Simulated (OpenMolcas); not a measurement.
An atom or ion with 14 electrons was computed by SS-CASPT2, IPEA 0.25 Eh, imaginary shift 0.1 Eh with spin-orbit coupling (OpenMolcas, ANO-RCC-VTZP, DKH2). The lowest levels that the run gave, each within 12 % of the measured value where one is at hand:

```tsv
J	Parity	E (cm-1)	g
0	even	0.0	
1	even	69.0	1.501
2	even	200	1.501
2	even	5900	1.000
0	even	13740	
2	odd	29520	2.002
2	odd	45140	1.167
1	odd	45140	0.499
3	odd	45140	1.334
0	odd	57020	
1	odd	57020	1.501
2	odd	57020	1.501
```

Which ion is it, and what are the configurations and terms?

Si I (Z = 14, neutral; active space 4 electrons in 4 orbitals (3s 3p)). J, parity and g give the terms where levels are pure, and mixed ones are named by the computed weights; the size of the splittings, set against known spectra of the 14-electron sequence, gives the charge. In order, with the measured energies in cm-1 (NIST Handbook of Basic Atomic Spectroscopic Data): 3s2 3p2 3P0, 3s2 3p2 3P1 (77.1), 3s2 3p2 3P2 (223), 3s2 3p2 1D2 (6299), 3s2 3p2 1S0 (15394), 3s 3p3 5S* 2 (33326), 3s 3p3 3D* 2, 3s 3p3 3D* 1, 3s 3p3 3D* 3 (45322), 3s 3p3 3P* 0, 3s 3p3 3P* 1, 3s 3p3 3P* 2.

Term energies are means over components that CASPT2 splits; among the terms shown or strongly mixed into the levels shown the widest spread is 800 cm-1 (3s 3p3 3D*). Over all roots computed the reference weight is 0.85 to 0.98; the roots of lowest weight are the least certain, and an intruder state may touch them. Terms from blocks run as CI alone lack orbitals of their own. Terms of s pⁿ other than that of highest spin mix with s² pⁿ⁻² d, which this space lacks; all of them can be thousands of cm-1 off, and some have no real level of that name. Measured partners are found by configuration, term and J. A level has none where our copy of the source lacks it or the pairing is in doubt (some pairs that miss far off the trend of their configuration count as doubtful), and it then counts in no deviation. Only configurations of the active space appear.

* marks odd parity.
